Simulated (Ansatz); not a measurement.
One geometry of `C[NH][GeH]([Cl])[O]C`, several functionals.

```yaml
crystal:
  periodic: [false, false, false]
  atoms:
    - {symbol: C, position_ang: [-1.565931, -0.152025, -1.742367]}
    - {symbol: N, position_ang: [-0.982775, 0.112818, -0.439476]}
    - {symbol: Ge, position_ang: [0.387041, -0.903410, 0.170321]}
    - {symbol: Cl, position_ang: [-0.200533, -2.890433, 0.755071]}
    - {symbol: O, position_ang: [0.961052, -0.196177, 1.679203]}
    - {symbol: C, position_ang: [1.561165, 1.082023, 1.632550]}
    - {symbol: H, position_ang: [-2.234460, -1.021497, -1.763388]}
    - {symbol: H, position_ang: [-0.770879, -0.328359, -2.471543]}
    - {symbol: H, position_ang: [-2.127705, 0.720011, -2.087933]}
    - {symbol: H, position_ang: [-1.679844, 0.307836, 0.265757]}
    - {symbol: H, position_ang: [1.467249, -1.013946, -0.913258]}
    - {symbol: H, position_ang: [2.489326, 1.077602, 1.047136]}
    - {symbol: H, position_ang: [0.889220, 1.837857, 1.210724]}
    - {symbol: H, position_ang: [1.807075, 1.367710, 2.657213]}
basis:
  gaussian: {orbitals: def2-TZVPP}
hamiltonian: {xc: r2scan, dispersion: d4}
output: {forces: true, orbitals: {seedname: orbitals}}
```

```sh
$ ansatz run in.yaml --threads 2 --pin off --events-out ev --progress --plain --max-ram 32768MiB --backend cuda --devices 0, --max-vram 18GiB
```

Shortened log:

```
Functional definition: r2SCAN
1790 factors; their error is unknown
mean field evaluation 1: about -74767.5218 eV, gradient 8.8e1 eV
mean field evaluation 2: about -74717.7263 eV, gradient 1.7e2 eV
mean field evaluation 4: about -74782.5381 eV, gradient 1.1e1 eV
mean field evaluation 8: about -74782.7751 eV, gradient 1.7e-1 eV
mean field evaluation 16: about -74782.7350 eV, gradient 3.7e-4 eV
mean field -74782.73501725 eV, -2748.2148223257 hartree, gradient 6.2e-5 eV, S^2 0.000000; 0 other end points of the search recorded, 0 dependent functions left out
reference -74782.73503122 eV, -2748.2148228390 hartree; 42, 42 occupied and 284, 284 virtual orbitals, 1790 factors
Total energy: -74782.82024810 eV, -2748.2179545015 hartree
Atom 0 at    -1.565931    -0.152025    -1.742367 Å, force    -0.094405    -0.047700    -0.220916 eV/Å
Atom 1 at    -0.982775     0.112818    -0.439476 Å, force     0.101423     0.116103     0.135719 eV/Å
Atom 2 at     0.387041    -0.903410     0.170321 Å, force     0.080644    -0.021652    -0.106609 eV/Å
Atom 3 at    -0.200533    -2.890433     0.755071 Å, force    -0.014394    -0.067566     0.031522 eV/Å
Atom 4 at     0.961052    -0.196177     1.679203 Å, force    -0.126851    -0.274960     0.116805 eV/Å
Atom 5 at     1.561165     1.082023     1.632550 Å, force     0.137904     0.298661    -0.023203 eV/Å
Atom 6 at    -2.234460    -1.021497    -1.763388 Å, force    -0.002988     0.001524    -0.005063 eV/Å
Atom 7 at    -0.770879    -0.328359    -2.471543 Å, force    -0.009209     0.002074     0.021200 eV/Å
Atom 8 at    -2.127705     0.720011    -2.087933 Å, force     0.002854    -0.011637     0.005339 eV/Å
Atom 9 at    -1.679844     0.307836     0.265757 Å, force    -0.037136    -0.000540     0.038500 eV/Å
Atom 10 at     1.467249    -1.013946    -0.913258 Å, force    -0.032778     0.014176     0.020201 eV/Å
Atom 11 at     2.489326     1.077602     1.047136 Å, force    -0.001928     0.000436    -0.000235 eV/Å
Atom 12 at     0.889220     1.837857     1.210724 Å, force     0.002778     0.000745     0.002578 eV/Å
Atom 13 at     1.807075     1.367710     2.657213 Å, force    -0.005914    -0.009664    -0.015838 eV/Å
Dipole moment:    -0.083595     0.478341    -0.329875 e Å
```

Run time 8 s (2 threads of an AMD EPYC 7R13 on a shared host and a share of an NVIDIA H100 80 GB); peak host memory 0.87 GiB.

With the line `hamiltonian: {xc: {name: wB97M-V}}` (abridged; 11 s):

```
Functional definition: wB97M-V
mean field evaluation 16: about -74780.7221 eV, gradient 2.5e-4 eV
mean field -74780.72209315 eV, -2748.1408487293 hartree, gradient 6.5e-5 eV, S^2 0.000000
Total energy: -74780.72214930 eV, -2748.1408507929 hartree
Atom 0 force    -0.138830    -0.040652    -0.299302 eV/Å
Atom 1 force     0.052107     0.027009     0.267660 eV/Å
Atom 2 force     0.103710    -0.028528    -0.120174 eV/Å
Atom 3 force    -0.009551     0.018477    -0.006737 eV/Å
Atom 4 force    -0.099186    -0.209615     0.015755 eV/Å
Atom 5 force     0.142565     0.303165     0.021631 eV/Å
Atom 6 force     0.062553     0.075794     0.008680 eV/Å
Atom 7 force    -0.054622     0.011898     0.051296 eV/Å
Atom 8 force     0.047184    -0.084500     0.021959 eV/Å
Atom 9 force     0.021679     0.005574    -0.026301 eV/Å
Atom 10 force    -0.082368     0.009394     0.086082 eV/Å
Atom 11 force    -0.080366    -0.007055     0.045734 eV/Å
Atom 12 force     0.052188    -0.068393     0.034625 eV/Å
Atom 13 force    -0.017061    -0.012570    -0.100907 eV/Å
Dipole moment:    -0.074895     0.464286    -0.336622 e Å
```

With the line `hamiltonian: {xc: {name: B2PLYP}}` and no forces (abridged; 8 s):

```
Functional definition: B2PLYP
mean field evaluation 16: about -74757.8401 eV, gradient 1.1e-4 eV
mean field -74757.84008129 eV, -2747.2999503033 hartree, gradient 8.3e-6 eV, S^2 0.000000
18 core orbitals not correlated: weight in the atoms' cores, before any rotation towards them, 1.000 or more for the frozen orbitals, at most 0.000 for the correlated occupied ones
second order -40.93520384 eV of doubles, -0.00000000 eV of singles
Total energy: -74768.89280122 eV, -2747.7061302689 hartree
```
